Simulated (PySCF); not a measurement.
C₄H₃ClF₂. Atoms are numbered in the order given.

```xyz
10

C      2.5326    -0.4293    -0.2967
C      1.3544    -0.5805    -0.0772
C     -0.0873    -0.7414     0.1544
F     -0.3575    -0.6425     1.4830
F     -0.4773    -1.9941    -0.2368
C     -0.9663     0.2395    -0.6192
Cl    -0.6027     1.9399    -0.2144
H      3.5825    -0.2975    -0.4841
H     -0.8127     0.0903    -1.6952
H     -2.0115     0.0273    -0.3578
```
Charge 0, spin multiplicity 1.

Coordinates come from a B3LYP-D3(BJ)/def2-SVP optimisation. This is a generated structure with no PubChem entry under its InChIKey; it may be hypothetical. The values are those of a single conformer.

The numbers are results of ωB97X/def2-TZVP (PySCF), not measurements.

ESP charges are fitted to the potential on shells at 1.4 to 2.0 van der Waals radii. Atomic charges (e):

```
atom         IAO  ESP fit  Mulliken  Löwdin
----  ----------  -------  --------  ------
C1         -0.16    -0.35      0.03   -0.04
C2    (withheld)    -0.04     -0.29   -0.08
C3    (withheld)     0.55      0.35   -0.54
F4         -0.29    -0.17     -0.17    0.19
F5         -0.30    -0.20     -0.18    0.18
C6    (withheld)    -0.65     -0.19   -0.44
Cl7        -0.08    -0.03     -0.10    0.31
H8          0.21     0.32      0.23    0.14
H9    (withheld)     0.29      0.15    0.14
H10   (withheld)     0.29      0.17    0.14
```

**Question.** Complete the blanks. (An estimate is asked for; the answer gives what the named calculation found.)

**Answer.** 
- C2, IAO: -0.07
- C3, IAO: 0.59
- C6, IAO: -0.26
- H9, IAO: 0.18
- H10, IAO: 0.18

Computed Mayer and Wiberg (Löwdin basis) orders of the bonds:
```json
[
 {"bond": "C1–C2", "Mayer": "2.80", "Wiberg": "2.96"},
 {"bond": "C2–C3", "Mayer": "1.11", "Wiberg": "1.17"},
 {"bond": "C3–F4", "Mayer": "1.14", "Wiberg": "1.68"},
 {"bond": "C3–F5", "Mayer": "1.11", "Wiberg": "1.65"},
 {"bond": "C3–C6", "Mayer": "0.98", "Wiberg": "1.17"},
 {"bond": "C6–Cl7", "Mayer": "1.10", "Wiberg": "1.62"},
 {"bond": "C1–H8", "Mayer": "0.90", "Wiberg": "0.91"},
 {"bond": "C6–H9", "Mayer": "0.95", "Wiberg": "0.88"},
 {"bond": "C6–H10", "Mayer": "0.96", "Wiberg": "0.87"}
]
```
